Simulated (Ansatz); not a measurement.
C₂H₁₂N₂Si₂, SMILES C[Si@H](CN)N[SiH3].

The structure is a stationary point at B3LYP-D3(BJ)/def2-SVP. The structure was generated by enumeration; whether it is a known compound was not checked. One conformer was computed; it need not be the lowest.

Two levels are set side by side: PBE/def2-SVPD (Ansatz, a program for electronic structure) and CAM-B3LYP/def2-SVPD (Ansatz). Energy differences of separate SCF runs at the same geometry; the states with an electron removed or added have multiplicity 2 and 2. Differences are taken from unrounded values.

```csv
quantity,CAM-B3LYP
vertical ionisation energy (eV),8.98
vertical singlet–triplet gap (eV),6.01
```

Q: What does PBE give, and how far is it from CAM-B3LYP? (An estimate is asked for; the answer gives what the named calculation found.)

A: 
| quantity | PBE | PBE minus CAM-B3LYP |
|---|---|---|
| vertical ionisation energy (eV) | 8.18 | -0.80 |
| vertical singlet–triplet gap (eV) | 5.06 | -0.94 |
